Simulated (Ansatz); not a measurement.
`B[SiH](B)O` + `C=C1O[SiH2]1` → `B/C=C1\O[SiH2]1` + `B[SiH2]O`  (formal exchange of groups at a B–Si bond)

Computed with Ansatz on PBE0-D4/def2-TZVP structures; ΔE is electronic, products minus reactants. CCSD(T)/CBS is the MP2 limit (def2-TZVPP, def2-QZVPP) plus CCSD(T) − MP2 in def2-TZVPP, frozen cores. DFT in def2-TZVPP. B3LYP here is the variant with VWN-RPA as its local correlation; programs differ in this. HSE06 is defined as in plane-wave codes. One conformer a species, not always the lowest.

```tsv
level	ΔE (kJ/mol)	difference from CCSD(T)/CBS
LDA (SPW92)	-61.4	-2.7
PBE-D4	-57.4	1.3
revPBE-D4	-57.7	1.0
BLYP-D4	-62.7	-4.0
r2SCAN-D4	-61.5	-2.8
B97M-V	-60.1	-1.4
PBE0-D4	-59.0	-0.3
B3LYP-D4	-63.5	-4.8
r2SCANh-D4	-61.9	-3.2
r2SCAN0-D4	-62.4	-3.7
HSE06-D4	-59.2	-0.5
BHLYP-D4	-64.8	-6.1
CAM-B3LYP-D4	-64.5	-5.8
ωB97X-V	-59.8	-1.1
ωB97M-V	-63.9	-5.2
B2PLYP	-66.2	-7.5
PBE-QIDH	-63.8	-5.1
PBE	-57.4	1.3
revPBE	-55.8	2.9
BLYP	-62.4	-3.7
r2SCAN	-61.4	-2.7
B3LYP	-63.6	-4.9
r2SCANh	-61.9	-3.2
r2SCAN0	-62.4	-3.7
HSE06	-59.3	-0.6
BHLYP	-65.5	-6.8
LC-ωPBE	-56.4	2.3
RPA@PBE/def2-TZVPP	-64.7	-6.0
HF/def2-SVP	-70.8	-12.1
CCSD/def2-SVP	-67.3	-8.6
CCSD(T)/def2-SVP	-69.7	-11.0
HF/def2-TZVPP	-65.9	-7.2
MP2/def2-TZVPP	-69.9	-11.2
SCS-MP2/def2-TZVPP	-67.6	-8.9
CCSD/def2-TZVPP	-58.8	-0.1
CCSD(T)/def2-TZVPP	-60.4	-1.7
HF/def2-QZVPP	-65.9	-7.2
MP2/def2-QZVPP	-69.0	-10.3
MP2/CBS(def2)	-68.2	-9.5
CCSD/CBS(def2)	-57.1	1.6
CCSD(T)/CBS	-58.7	0
```

Largest T1 diagnostic among the species: 0.016.

From BLYP to BHLYP (50 % exact exchange), in def2-TZVPP and without D4, ΔE moves by −3.1 kJ/mol. Leaving LDA and LC-ωPBE aside and taking each functional with its dispersion term where it has one, the values spread over 8.9 kJ/mol, from B2PLYP to PBE-D4. LDA lies −4.0 kJ/mol from PBE without D4.
